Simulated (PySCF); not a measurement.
Potential energy of RbNa along the bond

Set-up: basis Rb def2-SVP with ECP28, Na def2-SVP; scalar-relativistic core potentials; PySCF 2.14. Energies in eV from Rb + Na in their ground configurations at the same level. State: ¹Σ⁺ (singlet), closed shell.

All columns are B97-3. A positive dipole means Rb(−)Na(+).

| R (Å) | E (eV) | μ (D) | Mulliken charge on Rb (basis-dependent) | HOMO (eV) | LUMO (eV) | Mayer bond order | ⟨S²⟩ |
| --- | --- | --- | --- | --- | --- | --- | --- |
| 3.193 | -0.683 | -2.38 | 0.09 | -3.32 | -1.22 | 1.01 | 0.00 |
| 3.342 | -0.746 | -2.45 | 0.11 | -3.28 | -1.24 | 1.00 | 0.00 |
| 3.490 | -0.782 | -2.52 | 0.10 | -3.25 | -1.28 | 1.00 | 0.00 |
| 3.602 | -0.795 | -2.57 | 0.10 | -3.22 | -1.30 | 1.00 | 0.00 |
| 3.713 | -0.797 | -2.63 | 0.09 | -3.20 | -1.33 | 1.00 | 0.00 |
| 3.824 | -0.791 | -2.68 | 0.08 | -3.18 | -1.36 | 1.00 | 0.00 |
| 3.973 | -0.771 | -2.75 | 0.07 | -3.15 | -1.40 | 1.00 | 0.00 |
| 4.159 | -0.732 | -2.83 | 0.05 | -3.11 | -1.45 | 1.00 | 0.00 |
| 4.381 | -0.672 | -2.92 | 0.04 | -3.07 | -1.51 | 1.00 | 0.00 |
| 4.678 | -0.577 | -3.04 | 0.03 | -3.03 | -1.59 | 1.00 | 0.00 |

A fit through these points gives, at Re = 3.684 Å, μ = -2.61 D and dμ/dR = -0.479 D/Å; the reduced mass is 18.09 u.

Problem. How strong is the fundamental in the double-harmonic approximation, I = 42.26·(dμ/dR)²/μred km/mol?

Solution. I = 42.26·(-0.479)²/18.09 = 0.536 km/mol at B97-3.

Closed-shell solutions of metal pairs were not tested for spin polarisation, which can lower them a little.
